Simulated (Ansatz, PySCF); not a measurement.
Noncovalent pair: HF (SMILES F) (first 2 atoms) with CHN (SMILES C#N); geometry from B3LYP-D3(BJ)/def2-TZVP, rigid monomers moved along the line of their centres of mass till H2···N4 is 2.55 Å.
(charge 0, multiplicity 1):
```xyz
5

F     -0.04811    -0.99302    -0.13730
H      0.03748    -0.48045     0.64395
C      0.37779     1.53988     3.71119
N      0.27136     0.91265     2.76209
H      0.47724     2.12587     4.59779
```

Counterpoise-corrected where a basis set is named; no monomer relaxation. Rows marked so take none.

Rows in STO-3G carry no dispersion term and start afresh at each structure.

Programs: Ansatz (Gaussian orbitals); PySCF for STO-3G rows, the dispersion terms. Values without a source in brackets are computed.

Problem. One of these levels gives -4.92 kcal/mol for the interaction energy. Which?
A. PBE-D3(BJ)/def2-TZVPPD
B. HF/STO-3G (no counterpoise)
C. HF/aug-cc-pVTZ

Solution. A, PBE-D3(BJ)/def2-TZVPPD. The others give -2.67 (HF/STO-3G (no counterpoise)), -4.48 (HF/aug-cc-pVTZ)

Ansatz is an electronic-structure program.
